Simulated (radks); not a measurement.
Values are calculated unless marked as measured or tabulated.
Spherical quantum dot in the effective-mass picture: electrons in a hard-walled sphere of radius 10.9, all in effective atomic units (hartree* = m*/eps^2 hartree, bohr* = eps/m* bohr), one dielectric constant everywhere. Level of theory: non-relativistic Kohn-Sham, LDA (Slater exchange, Perdew-Wang correlation), spin-polarised, spherical densities (a radial shooting solver with Libxc functionals). Levels are named by radial order and angular momentum (1s, 1p, 1d, 2s, ...), and open shells are averaged over m.

N = 6, configuration 1s2 1p(up 3, down 1). This is the lowest configuration that the search found (a dilute case). Occupied and some empty levels:

level,occupation,eigenvalue (hartree*),<r> (bohr*)
1s up,1,0.66479,7.271
1s down,1,0.67749,7.253
1p up,3,0.68706,7.518
1p down,1,0.69998,7.517
1d up,0,0.72619,7.756
1d down,0,0.73916,7.762
1f up,0,0.77981,7.964
1f down,0,0.79269,7.974
2s up,0,0.83138,5.045
2s down,0,0.83896,5.008

Energy (hartree*): total 2.09272, kinetic 0.55976, external 0, Hartree 2.2159, exchange-correlation -0.68300.

Electron density:

r (bohr*),n(r) (e/bohr*^3)
0.303,0.0001586
0.846,0.0001778
1.39,0.0002170
1.93,0.0002799
2.48,0.0003716
3.02,0.0004980
3.56,0.0006652
4.10,0.0008765
4.65,0.001131
5.19,0.001420
5.73,0.001717
6.28,0.001984
6.82,0.002164
7.36,0.002196
7.90,0.002036
8.45,0.001679
8.99,0.001184
9.53,0.0006639
10.1,0.0002507
10.6,0.00002773
